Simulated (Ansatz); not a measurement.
Cost and result for the atomization energy of AlH$_{6}$NSeSi (`[SiH3][NH][AlH][SeH]`) (10 atoms, 9 bonds).

```xyz
10

Si   -1.568    0.730    0.266
N     0.026    0.871   -0.382
Al    1.362   -0.303   -0.371
Se    0.983   -2.354    0.634
H    -1.841    1.751    1.315
H    -1.678   -0.624    0.869
H    -2.615    0.880   -0.782
H     0.225    1.757   -0.831
H     2.748    0.062   -1.031
H     2.357   -2.769    0.314
```

The species carries charge 0 and has multiplicity 1. Correlated methods include outer-core shells of Se, which these sets cover unevenly. Scalar relativity is left out up to krypton. Geometry: relaxed with PBE0-D4/def2-TZVP. It is one conformer, not always the lowest. Program: Ansatz. All runs use 4 threads of an INTEL XEON PLATINUM 8581C on a shared host. Times are those of one run each, without the atoms' runs, and a repeat can differ threefold. Electronic energies, without spin–orbit coupling; frozen cores. CCSD(T)/CBS adds CCSD(T) − MP2 in def2-TZVPP to the MP2 limit, and its time is that of the two runs behind it. T1 = 0.010. With those shells the extrapolation isn't a true limit. B3LYP takes the VWN-RPA correlation (the form of Gaussian; ORCA's B3LYP/G).

CCSD(T)/CBS is a level of theory with its own doubt, some kJ/mol a heavy atom from the limit and from the frozen cores, so smaller differences don't rank the functionals.

```tsv
level	functions	atomization (kJ/mol)	difference from CCSD(T)/CBS	per bond
CCSD(T)/CBS(def2)	–	3049.8	0.0	0.0
CCSD(T)/def2-TZVPP	247	2953.2	-96.6	-10.7
r2SCAN-D4/def2-TZVPP (with forces)	247	3028.7	-21.1	-2.4
MP2/def2-QZVPP	466	3018.9	-30.9	-3.4
ωB97M-V/def2-TZVPP (with forces)	247	3034.8	-15.0	-1.7
B2PLYP/def2-TZVPP	247	2989.1	-60.7	-6.8
PBE-D4/def2-TZVPP (with forces)	247	3016.6	-33.2	-3.7
PBE0-D4/def2-TZVPP	247	2989.6	-60.2	-6.7
ωB97X-V/def2-TZVPP	247	3057.0	7.2	0.8
B3LYP-D4/def2-TZVPP (with forces)	247	3030.4	-19.4	-2.2
```

Problem. Order the runs by time, with rough figures. (Best estimate.)

Solution. The calculation gave: PBE-D4/def2-TZVPP (with forces) 1.6 s; PBE0-D4/def2-TZVPP 2.1 s; r2SCAN-D4/def2-TZVPP (with forces) 2.9 s; B3LYP-D4/def2-TZVPP (with forces) 3.2 s; B2PLYP/def2-TZVPP 3.6 s; ωB97X-V/def2-TZVPP 4.6 s; ωB97M-V/def2-TZVPP (with forces) 6.5 s; MP2/def2-QZVPP 15 s; CCSD(T)/def2-TZVPP 66 s; CCSD(T)/CBS(def2) 80 s.

The D4 term adds +39.0 kJ/mol with B3LYP and +20.6 kJ/mol with PBE0; it sums over pairs of atoms, weighted by their polarisabilities, and B3LYP, whose exchange is more repulsive, gets the larger term. From PBE to PBE0 (25 % exact exchange), in def2-TZVPP and without D4, the atomization energy moves by −23.6 kJ/mol: exact exchange takes away binding that semilocal exchange gives to molecules. In def2-TZVPP, CCSD(T) changes the Hartree–Fock value by +757.7 kJ/mol (the triples alone add +38.7 kJ/mol) and MP2 by +765.8 kJ/mol; breaking electron pairs costs correlation energy, which Hartree–Fock lacks.
